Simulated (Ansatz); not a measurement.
`BC1=C[SiH2]O1` + `N=CF` → `BN=CF` + `C1=C[SiH2]O1` at 400 K and 1 bar (ligand exchange at a B–C bond).

Program: Ansatz. Geometries: PBE0-D4/def2-TZVP. ΔE: electronic, gas phase. CCSD(T)/CBS is the MP2 limit (def2-TZVPP, def2-QZVPP) plus CCSD(T) − MP2 in def2-TZVPP, frozen cores. This one scheme is used for every species. One conformer a species, not always the lowest.

| species | CCSD(T)/CBS energy (Eh) | H − E (kJ/mol) | S (J/(mol·K)) |
| --- | --- | --- | --- |
| `BC1=C[SiH2]O1` | -468.11878 | 195.7 | 348.9 |
| `N=CF` | -193.72220 | 103.2 | 262.4 |
| `BN=CF` | -219.13545 | 139.2 | 306.7 |
| `C1=C[SiH2]O1` | -442.73880 | 160.7 | 303.4 |

H − E and S are ideal-gas, rigid-rotor, harmonic terms from PBE0-D4/def2-TZVP, for one conformer and one mirror image of each species. 1 Eh = 2625.50 kJ/mol, R = 8.31446 J/(mol·K).

Question: By hand: ΔE, ΔH, ΔS and ΔG.

Answer: ΔE = (-219.13545) + (-442.73880) − (-468.11878) − (-193.72220) = -0.03327 Eh = -87.4 kJ/mol. Δ(H − E) = 139.2 + 160.7 − 195.7 − 103.2 = 1.0, so ΔH = -86.4 kJ/mol. ΔS = 306.7 + 303.4 − 348.9 − 262.4 = -1.2 J/(mol·K). ΔG = -86.4 − 400 × (-1.2)/1000 = -85.9 kJ/mol.

Question: By hand: the equilibrium constant, and the temperature at which ΔG would vanish if ΔH and ΔS stayed fixed.

Answer: log₁₀ K = −ΔG/(RT ln 10) = 11.2. ΔG = 0 at ΔH/ΔS = 72000 K, far beyond where these terms or the molecules hold.

The number of gas molecules stays the same, so ΔS is small and ΔH decides. A doubt of 5 kJ/mol in ΔE shifts log₁₀ K by 0.7 here. Other conformers and mirror images would add mixing entropy, several J/(mol·K) or more a flexible species. These are equilibria of isolated gas molecules and say nothing of rates. Largest T1 diagnostic: 0.015 (customary marks: 0.02 for closed shells, 0.045 for open ones).
